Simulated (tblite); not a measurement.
Species: C4H13NOSi2.
Numbering: `[CH3:1][CH2:2][O:3][C@@H:4]1[CH2:5][SiH2:6][NH:7][SiH2:8]1` (hydrogens: H9, H10, H11 on C1; H12, H13 on C2; H14 on C4; H15, H16 on C5; H17, H18 on Si6; H19 on N7; H20, H21 on Si8)

Geometry (GFN2-xTB, Å), atoms numbered from 1 in this order:
```
atom  x, y, z in Å
C1     3.3959    0.1344   -0.3862
C2     2.1192   -0.2322    0.3536
O3     1.0408    0.4616   -0.2314
C4    -0.2050    0.2937    0.4265
C5    -0.8009   -1.1126    0.2593
Si6   -2.6903   -1.0079    0.3991
N7    -2.8486    0.6499   -0.0890
Si8   -1.4069    1.5891   -0.3016
H9     4.2433   -0.3822    0.0567
H10    3.5608    1.2070   -0.3324
H11    3.3088   -0.1488   -1.4315
H12    1.9553   -1.3190    0.2972
H13    2.2003    0.0416    1.4191
H14   -0.0594    0.4812    1.5037
H15   -0.5321   -1.4658   -0.7383
H16   -0.3646   -1.8136    0.9729
H17   -3.3974   -1.8947   -0.5299
H18   -3.1809   -1.2037    1.7698
H19   -3.7527    1.0485   -0.2710
H20   -1.4752    2.8149    0.4999
H21   -1.1193    1.8757   -1.7061
```

Computed with GFN2-xTB (tblite): harmonic, unscaled wavenumbers at the GFN2-xTB geometry, gas phase. Against measured fundamentals such values can be off by several per cent, at times by over 20. Modes of hydrogen on silicon can be 10 to 20 % off. One conformer, not necessarily the lowest.

Harmonic wavenumbers (cm⁻¹): 47.7, 75.2, 95.7, 107.8, 151.6, 205.8, 277.7, 305.3, 353.3, 377.9, 407.8, 454.7, 486.7, 512.1, 529.4, 541.2, 639.5, 643.5, 709.8, 780.7, 789.2, 799.5, 812.8, 835.4, 842.7, 914.6, 920.9, 1032.9, 1054.4, 1085.1, 1099.5, 1134.6, 1142.0, 1151.2, 1220.7, 1256.3, 1268.3, 1317.9, 1351.1, 1399.5, 1476.7, 1486.2, 1496.7, 1500.4, 2197.3, 2223.6, 2231.7, 2268.4, 2809.7, 2825.9, 2872.2, 2959.1, 2976.6, 3040.1, 3047.7, 3051.7, 3505.1.

A = 2879, B = 772.8, C = 637.1 MHz; mass 147.054 u (most abundant isotopes); point group C1, symmetry number 1.

Zero-point energy?

½Σν̃ = 35551 cm⁻¹ = 101.64 kcal/mol.

Give the ideal-gas entropy at 273.15 K and 1 bar in the rigid-rotor, harmonic-oscillator model (classical rotation).

Translation 40.46, rotation 29.55, vibration 29.96: S = 100.0 cal/(mol K).

And Cp and H(273.15 K) − H(0)?

Cp = 41.23 cal/(mol K), of which vibrations give 33.28 (their classical limit is 57 R = 113.3); H(273.15 K) − H(0) = 6.60 kcal/mol without the zero-point energy, 4.43 from vibrations.

How do the functions run with temperature in this model?

```
T (K)  S (cal/(mol K))  Cp (cal/(mol K))  H − H(0) (kcal/mol)  G − H(0) (kcal/mol)  ln q(vib)
  100             71.3              19.7                 1.35                -5.78       1.86
  200             88.6              32.0                 3.92               -13.80       4.75
  300            104.0              44.5                 7.75               -23.44       7.72
  500            131.9              65.1                18.84               -47.09      13.75
  800            167.1              84.4                41.53               -92.11      22.42
 1000            186.8              92.7                59.28              -127.54      27.76
```

q(vib) and H(0) count from the zero-point level.

Which modes carry the vibrational entropy at 273.15 K?

47.7 cm⁻¹: 4.74; 75.2 cm⁻¹: 3.84; 95.7 cm⁻¹: 3.37; 107.8 cm⁻¹: 3.14; 151.6 cm⁻¹: 2.49; 205.8 cm⁻¹: 1.92 cal/(mol K); the other 51 give 10.47 together.

Hindered rotation and anharmonicity are outside this model. Other conformers, if any are populated, would add a mixing term that is left out. The structure is chiral; the term R ln 2 for an equal mix with its mirror image is left out.
